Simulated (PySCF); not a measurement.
# Computed structure and properties of ReO2F2

System: ReO2F2 (doublet); start: template (C2v). Method: PySCF 2.14.0, UKS r2SCAN, Re def2-SVP with ECP60, O def2-SVP, F def2-SVP; non-relativistic Hamiltonian with scalar-relativistic core potentials where named; density fitting; no spin-orbit coupling.

Input of the relaxation:

```python
mol = gto.M(atom='''
Re     0.00000     0.00000     0.03899
O      0.85450     0.85450     0.89349
O     -0.85450    -0.85450     0.89349
F      0.98310    -0.98310    -0.94411
F     -0.98310     0.98310    -0.94411''',
    basis={'Re': 'def2-SVP', 'O': 'def2-SVP', 'F': 'def2-SVP'},
    ecp={'Re': 'def2-SVP'},
    charge=0, spin=1)
mf = dft.UKS(mol, xc='R2SCAN')
mf.grids.atom_grid = (50, 194)
mf = mf.density_fit()  # fitting sets: Re def2-universal-JKFIT, O def2-universal-JKFIT, F def2-universal-JKFIT
mf.conv_tol = 1e-08; mf.max_cycle = 55
mf.kernel(dm0)  # dm0: converged density of the start geometry
# quasi-Newton relaxation in Cartesian coordinates to a largest gradient under 0.00045 Eh/bohr, steps kept in the point group
```

Run from Python with OMP_NUM_THREADS=2; the lines above give its settings. Where DIIS fails, smearing, a level shift and second-order steps follow.
It took 37 s on 2 threads of Arm Neoverse V2, with other jobs on the host, from the converged density of the start.

Course of the relaxation:

```json
{"step": "0", "energy above end (eV)": "6.5938", "largest force component within the symmetry (eV/Å)": "15.040"}
{"step": "1", "energy above end (eV)": "0.7526", "largest force component within the symmetry (eV/Å)": "6.496"}
{"step": "2", "energy above end (eV)": "0.3111", "largest force component within the symmetry (eV/Å)": "1.065"}
{"step": "3", "energy above end (eV)": "0.2256", "largest force component within the symmetry (eV/Å)": "0.476"}
{"step": "4", "energy above end (eV)": "0.1406", "largest force component within the symmetry (eV/Å)": "2.655"}
{"step": "5", "energy above end (eV)": "0.0753", "largest force component within the symmetry (eV/Å)": "1.335"}
{"step": "6", "energy above end (eV)": "0.0060", "largest force component within the symmetry (eV/Å)": "0.205"}
{"step": "7", "energy above end (eV)": "0.0013", "largest force component within the symmetry (eV/Å)": "0.131"}
{"step": "8", "energy above end (eV)": "0.0000", "largest force component within the symmetry (eV/Å)": "0.070"}
{"step": "9", "energy above end (eV)": "0.0000", "largest force component within the symmetry (eV/Å)": "0.007"}
```

Relaxed geometry (C2v):

```xyz
5

Re    0.0000    0.0000    0.1700
O     1.0009    1.0009    1.1020
O    -1.0009   -1.0009    1.1020
F     0.8896   -0.8896   -1.2181
F    -0.8896    0.8896   -1.2181
```

```
   contact      Å
Re1–O2 (O)  1.695
Re1–O3 (O)  1.695
Re1–F4 (F)  1.873
Re1–F5 (F)  1.873
```

On the finer grid (75, 302):

```yaml
HOMO: -6.68 eV
LUMO: -4.83 eV
Dipole_about_the_centre_of_mass: 0.33 D
Spin_squared: 0.756
Set_of_Mulliken_populations_of_Re1_outside_the_core_potential: s 2.45, p 6.36, d 4.73, f 0.19
D3_BJ_dispersion_energy_not_in_the_energies: -0.023 eV
```

| atom | Mulliken (e) | Löwdin (e) | spin (e) |
| --- | --- | --- | --- |
| Re1 | 1.26 | 0.45 | 0.89 |
| O2 | -0.32 | -0.09 | -0.01 |
| O3 | -0.32 | -0.09 | -0.01 |
| F4 | -0.31 | -0.13 | 0.07 |
| F5 | -0.31 | -0.13 | 0.07 |

No frequency check is given for this geometry.

Rigid scan of O along the line from its metal:

```json
{"distance to O2 (Å)": "1.39", "energy (eV)": "4.587"}
{"distance to O2 (Å)": "1.49", "energy (eV)": "1.671"}
{"distance to O2 (Å)": "1.59", "energy (eV)": "0.345"}
{"distance to O2 (Å)": "1.69", "energy (eV)": "0.000"}
{"distance to O2 (Å)": "1.79", "energy (eV)": "0.241"}
{"distance to O2 (Å)": "1.89", "energy (eV)": "0.815"}
{"distance to O2 (Å)": "1.99", "energy (eV)": "1.558"}
{"distance to O2 (Å)": "2.14", "energy (eV)": "2.736"}
```

Taking off one F (charge -1, singlet; the rest: doublet) in vacuum, both parts rigid, costs 13.36 eV; the small basis without counterpoise inflates it. Most of it is the attraction of opposite charges; other ways to part are cheaper, and one spin state was tried for the rest.

Rigid scan of F along the line from its metal:

(distance to F4 (Å), energy (eV)): (1.57, 2.364), (1.67, 0.866), (1.77, 0.180), (1.87, 0.000), (1.97, 0.122), (2.07, 0.423), (2.27, 1.258), (2.57, 2.561), (2.97, 3.778), (3.47, 4.438)

One start shape was tried, so this needn't be the lowest isomer.

Open shells may have lower solutions than the one found.
